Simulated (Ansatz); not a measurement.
Species: SeCl, net charge 0, doublet state. SMILES: Cl[Se]
Geometry: optimised at B3LYP-D3(BJ)/def2-TZVP (Ansatz, an electronic-structure program).

Wanted: atomisation energy (electronic, to ground-state atoms), in eV. Cores are frozen in the correlated levels unless marked. Open shells are spin-unrestricted. No spin-orbit coupling. The frozen core is the preceding noble-gas configuration, with the filled d and f shells of earlier blocks. No relativistic terms. The coupled-cluster limit lacks core correlation, which all-electron functionals hold. CBS marks a two-point X^-3 extrapolation of the correlation energy; Hartree-Fock from the larger set.

```
level          program  atomisation energy (eV)
-------------  -------  -----------------------
HF/def2-SVPD    Ansatz                     0.97
PBE0/def2-SVP   Ansatz                     2.71
```

Problem. What does CCSD(T)/CBS(def2-TZVPPD,def2-QZVPPD) (Ansatz) give?

Solution. 2.75 eV
